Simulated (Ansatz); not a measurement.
C$_{2}$H$_{3}$O$_{2}$, doublet, geometry from GFN2-xTB, atoms displaced at random by about 0.1 Å a coordinate. Base run: B3LYP/pcseg-1 (Ansatz, a quantum-chemistry and plane-wave program).

Input for Ansatz:
Ansatz 0.2 input:
```yaml
crystal:
  periodic: [false, false, false]
  atoms:
    - {symbol: C, position_ang: [-1.35428229, -0.36386180, -0.28709225]}
    - {symbol: O, position_ang: [-0.29133729, -0.94245512, -0.00817677]}
    - {symbol: C, position_ang: [1.08830928, 0.02378173, 0.11819643]}
    - {symbol: O, position_ang: [0.89242212, 0.94538712, -0.04858728]}
    - {symbol: H, position_ang: [-1.54251422, 0.73160183, -0.51955528]}
    - {symbol: H, position_ang: [-2.08402914, -1.02008555, -0.41524050]}
    - {symbol: H, position_ang: [1.78837962, -0.59712884, 0.47099586]}
basis:
  gaussian:
    orbitals: pcseg-1.json
hamiltonian:
  xc: b3lyp
magnetization: {spin_polarized: true, initial_magnetization: 1}
relax: {}
```
The basis file holds pcseg-1 in the JSON format of the Basis Set Exchange.

Variants of this job, named by their change:

```json
[
 {"change": "base", "ΔE vs base (µEh)": "0.0", "optimiser steps": "9", "core-seconds (rough)": "30"},
 {"change": "relax = max_displacement: 0.02", "ΔE vs base (µEh)": "-1.2", "optimiser steps": "20", "core-seconds (rough)": "70"},
 {"change": "relax = escape_saddle: false", "ΔE vs base (µEh)": "0.0", "optimiser steps": "9", "core-seconds (rough)": "30"},
 {"change": "relax = f_tol: 0.05", "ΔE vs base (µEh)": "0.4", "optimiser steps": "8", "core-seconds (rough)": "30"},
 {"change": "relax = f_tol: 0.1", "ΔE vs base (µEh)": "10.5", "optimiser steps": "7", "core-seconds (rough)": "30"},
 {"change": "relax = f_tol: 0.0005", "ΔE vs base (µEh)": "-1.2", "optimiser steps": "18", "core-seconds (rough)": "60"},
 {"change": "relax = max_displacement: 0.5", "ΔE vs base (µEh)": "-0.2", "optimiser steps": "11", "core-seconds (rough)": "40"}
]
```
